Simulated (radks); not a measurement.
Species: the lutetium ion Lu18+. Configuration: [Kr] 4d10 4f7.

Method: scalar-relativistic Kohn-Sham, BLYP, spin-polarised, spherical densities, finite nucleus; open shells are filled with parallel spins first (spin-orbit coupling, left out, can overturn this in heavy ions); Fermi nuclear charge, rms radius 5.37 fm; computed with a radial shooting solver on a logarithmic mesh with Libxc functionals.

Energy parts (Ry):
total: -28887.5031
kinetic: 31577.4760
electron-nucleus: -69367.4732
Hartree: 9471.5488
exchange-correlation: -569.0546

Orbitals (lengths in bohr, moments of r in powers of bohr; <r^-3> diverges for s and p1/2):
| orbital | occ. | eigenvalue (Ry) | <r^-3> |
|---|---|---|---|
| 1s down | 1 | -4681.083 | - |
| 1s up | 1 | -4681.081 | - |
| 2s up | 1 | -824.6950 | - |
| 2s down | 1 | -824.6843 | - |
| 2p up | 3 | -729.7018 | 16860 |
| 2p down | 3 | -729.6944 | 16860 |
| 3s up | 1 | -213.0833 | - |
| 3s down | 1 | -212.7005 | - |
| 3p up | 3 | -184.5613 | 3698 |
| 3p down | 3 | -184.1785 | 3711 |
| 3d up | 5 | -150.2437 | 483.1 |
| 3d down | 5 | -149.9515 | 484.9 |
| 4s up | 1 | -68.21098 | - |
| 4s down | 1 | -67.51100 | - |
| 4p up | 3 | -58.58959 | 905.8 |
| 4p down | 3 | -57.91190 | 899.9 |
| 4d up | 5 | -46.04310 | 105.3 |
| 4d down | 5 | -45.37983 | 104.3 |
| 4f up | 7 | -32.02674 | 20.80 |
| 4f down | 0 | -31.34248 | 20.59 |
| 5s up | 0 | -30.63856 | - |
| 5s down | 0 | -30.31369 | - |
| 5p up | 0 | -27.23770 | 259.2 |
| 5p down | 0 | -26.97838 | 249.9 |

The highest occupied level is 4f up at -435.75 eV. Spin moment in Bohr magnetons: 7. The electron density at the nucleus is 1.176e+06 e/bohr^3 (large components only). Summed over all electrons, <r^2> = 8.440 bohr^2, which gives a Langevin (diamagnetic) susceptibility term of -6.68 x 10^-6 cm^3/mol. The density falls to 0.001 e/bohr^3 at r = 1.59 bohr. For comparison, the ionisation energy in NIST's Atomic Spectra Database is 476 eV (theoretical). In exact Kohn-Sham theory the highest level is minus the ionisation energy, but local and semilocal functionals leave it too shallow, through self-interaction and a potential that decays too fast; potentials with the right tail come closer. The spin density at the nucleus is -27.29 e/bohr^3 (1s 0.11, 2s -3.58, 3s -42.85, 4s 19.03).
